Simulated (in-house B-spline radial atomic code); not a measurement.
## How G0W0 and RPA depend on the start: Mo38+

Configuration [He] 2s2. Computed with an all-electron radial atomic-structure program (B-spline basis): all electrons, non-relativistic, point nucleus, each spin shell either full or empty, empty states to l = 9 with an (l + 1/2)⁻⁴ tail; G0W0 by contour deformation at full frequency.

Without relativity these are model numbers: it shifts the levels of so heavy an element strongly and can reorder them.

| start | mean-field 2s (eV) | G0W0 (eV) | QP weight | RPA correlation (Eh) |
| --- | --- | --- | --- | --- |
| Hartree-Fock | -5386.20 | -5396.32 | 0.982 | -0.53909 |
| PBE | -5326.61 | ? | ? | ? |
| SCAN | -5330.72 | ? | ? | ? |
| BHandHLYP | -5357.39 | -5398.01 | 0.974 | -0.66746 |

Question: What G0W0 level, weight and RPA correlation energy follow from the SCAN start?

Answer: G0W0 level -5399.65 eV, weight 0.962, RPA correlation -0.86158 hartree.

Question: What G0W0 level, weight and RPA correlation energy follow from the PBE start?

Answer: G0W0 level -5400.03 eV, weight 0.958, RPA correlation -0.92361 hartree.

Question: How much of the dependence on the start does G0W0 remove?

Answer: The mean-field levels span 59.6 eV and the G0W0 levels 3.71 eV. Against 5548 ± 5 eV (NIST, semi-empirical) the G0W0 removal energies are off by -151.68 to -147.97 eV, with relativity, Breit and QED terms left out.
